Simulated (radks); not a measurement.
Values are calculated unless marked as measured or tabulated.
Problem. Ionisation of neutral iodine, [Kr] 4d10 5s2 5p5, to I+, [Kr] 4d10 5s2 5p4, under several functionals. Dirac Kohn-Sham, spin-unpolarised, spherical densities, point nucleus; open shells fill j = l - 1/2 first; a radial shooting solver on a logarithmic mesh with Libxc functionals. The NIST Atomic Spectra Database gives 10.451 eV (measured). Rank these functionals by the error of their Delta-SCF ionisation energy: RPBE; SOGGA; LDA (Slater exchange, VWN5 correlation); HCTH/407; LDA (Slater exchange, Perdew-Zunger correlation); LDA (Slater exchange, Perdew-Wang correlation); BLYP.

Solution. From best to worst: BLYP 10.557 eV (+0.106); SOGGA 10.665 eV (+0.213); RPBE 10.694 eV (+0.243); HCTH/407 10.877 eV (+0.426); LDA (Slater exchange, Perdew-Wang correlation) 10.888 eV (+0.437); LDA (Slater exchange, VWN5 correlation) 10.890 eV (+0.438); LDA (Slater exchange, Perdew-Zunger correlation) 10.894 eV (+0.442). Spin polarisation and multiplet splitting are left out, so open shells lie too high by an amount that depends on their filling.

Beside tabulated values, note that spin-unpolarised runs miss the spin-polarisation part of the exchange energy of open shells.
